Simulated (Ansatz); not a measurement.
Molecule: C2H5GeO2, charge 0, multiplicity 2. It need not be the lowest isomer of its formula. SMILES: CC(=O)[O][GeH2]
Coordinates optimised at B3LYP-D3(BJ)/def2-TZVP (Ansatz, a program for electronic structure):
```xyz
10

C     -2.7664    -0.1313    -0.0239
C     -1.3071    -0.1789     0.3345
O     -0.8705    -0.5210     1.4121
O     -0.5090     0.2005    -0.6692
Ge     1.2999     0.1540    -0.2620
H     -3.3663    -0.4482     0.8245
H     -3.0389     0.8829    -0.3186
H     -2.9551    -0.7798    -0.8804
H      1.6818    -1.3113     0.0603
H      1.5576     1.1525     0.8927
```
Charge 0, spin multiplicity 2.

Parts of the frozen-core correlation energy in cc-pVQZ (Ansatz, hartree). Frozen orbitals: 18; correlated occupied orbitals by spin: 15 and 14; virtual: 405 and 406. UHF or UKS for open shells. Spin-orbit coupling is left out. No relativistic terms.

| term | value |
|---|---|
| reference (HF) | -2303.89405 |
| MP2 opposite-spin | ___ |
| MP2 same-spin | -0.22699 |
| CCSD correlation | ___ |
| (T) | ___ |
| T1 diagnostic | 0.016 |
| largest doubles amplitude | 0.024 |
| <S^2> of the reference | 0.754 |

**Question.** Some entries are withheld; supply them.

**Answer.** 
- MP2 opposite-spin, value: -0.73073
- CCSD correlation, value: -0.97558
- (T), value: -0.04309
